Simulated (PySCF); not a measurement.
# ZnC: energy against distance

Set-up: basis Zn x2c-TZVPPall, C x2c-TZVPPall; spin-free X2C with a Gaussian nucleus; PySCF 2.14. Energies in eV from Zn + C in their ground configurations at the same level. State: ³Σ⁻ (triplet), unpaired electrons π ↑↑.

All columns are PBE0. A positive dipole means Zn(−)C(+).

| R (Å) | E (eV) | μ (D) | Mulliken charge on Zn (basis-dependent) | HOMO (eV) | LUMO (eV) | Mayer bond order | ⟨S²⟩ |
| --- | --- | --- | --- | --- | --- | --- | --- |
| 1.693 | -0.700 | -2.65 | 0.34 | -6.71 | -2.79 | 1.40 | 2.24 |
| 1.772 | -1.001 | -2.73 | 0.32 | -6.79 | -2.87 | 1.31 | 2.25 |
| 1.851 | -1.163 | -2.81 | 0.31 | -6.74 | -2.95 | 1.22 | 2.25 |
| 1.910 | -1.219 | -2.87 | 0.31 | -6.68 | -3.02 | 1.16 | 2.24 |
| 1.969 | -1.235 | -2.92 | 0.31 | -6.63 | -3.07 | 1.10 | 2.23 |
| 2.028 | -1.220 | -2.96 | 0.31 | -6.59 | -3.13 | 1.04 | 2.21 |
| 2.107 | -1.168 | -2.99 | 0.31 | -6.55 | -3.20 | 0.97 | 2.19 |
| 2.205 | -1.071 | -3.00 | 0.29 | -6.52 | -3.28 | 0.89 | 2.16 |
| 2.323 | -0.935 | -2.95 | 0.27 | -6.52 | -3.35 | 0.79 | 2.12 |
| 2.481 | -0.753 | -2.79 | 0.24 | -6.57 | -3.42 | 0.66 | 2.08 |

A fit through these points gives, at Re = 1.966 Å, μ = -2.92 D and dμ/dR = -0.769 D/Å; the reduced mass is 10.1 u.

How strong is the fundamental in the double-harmonic approximation, I = 42.26·(dμ/dR)²/μred km/mol?

I = 42.26·(-0.769)²/10.1 = 2.47 km/mol at PBE0.

The state is the lowest determinant that a PBE0 search found; another state may lie lower at other levels.
